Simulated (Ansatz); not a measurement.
Energy needed to pull apart CH5FGe (SMILES F[CH2][GeH3]), closed shell, into free ground-state atoms, from the structure below (displaced at random from a GFN2-xTB minimum); no zero-point or spin–orbit terms; open-shell atoms are treated unrestricted, in their ground-state multiplicity.

F1  (-1.189, 1.385, -0.696)
C2  (-0.536, 0.160, -0.822)
Ge3  (0.581, -0.175, 0.728)
H4  (-0.011, 0.178, -1.807)
H5  (-1.431, -0.594, -0.931)
H6  (-0.296, -0.159, 1.984)
H7  (1.271, -1.500, 0.671)
H8  (1.648, 0.884, 0.865)
(Å)

Program: Ansatz 0.2.0. Basis: def2-TZVPP. Cores are frozen in the correlated methods. Filled d shells of the heavier atoms are correlated. The def2 sets are not built for correlating such inner shells, so the correlated values are less sure here.

| method | atomization energy (eV) |
| --- | --- |
| PBE-D4 | ? |
| r2SCAN-D4 | 25.77 |
| B97M-V | 25.89 |
| PBE0-D4 | 25.55 |
| r2SCANh-D4 | 25.61 |
| wB97M-V | 25.67 |
| HF | 18.66 |
| MP2 | 25.37 |
| CCSD | ? |
| CCSD(T) | 25.31 |

Q: What does PBE-D4 give? (To be estimated.)

A: The calculation gives: 25.94 eV, which is about 0.63 eV more than CCSD(T)/def2-TZVPP.

Q: What does CCSD give? (To be estimated.)

A: Computed: 25.00 eV, which is about 0.31 eV less than CCSD(T)/def2-TZVPP.

In triple zeta the MP2 and coupled-cluster atomization energies are still short of their basis limit by a few kcal/mol a bond, whereas those of the functionals are nearly converged, so these differences are not deviations from converged CCSD(T).

T1 diagnostic: at most 0.012.

For scale, one of the runs: CCSD(T)/def2-TZVPP forces, 180 basis functions (an equivalent command: `ansatz run in.yaml --threads 4`). Hardware: 4 CPU threads, shared host. Wall time 2.3 min; peak host memory 3.4 GiB.
